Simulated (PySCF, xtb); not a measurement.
Sn(Br)2 cation (Br2Sn), SMILES [Br][Sn][Br] (connectivity only; charge and spin as stated), charge +1, multiplicity 2.

Harmonic wavenumbers (cm⁻¹) from GFN2-xTB in xtb at its own minimum, in rising order: 36, 144, 186.

Q: What does PBE0-D3(BJ)/def2-SVP run with PySCF give at its own minimum? (The exact figures need the calculation; the answer reports its results.)

A: 62, 232, 275. Paired by order, the mean absolute difference is 68 cm⁻¹ and the zero-point energies are 0.5 and 0.8 kcal/mol.
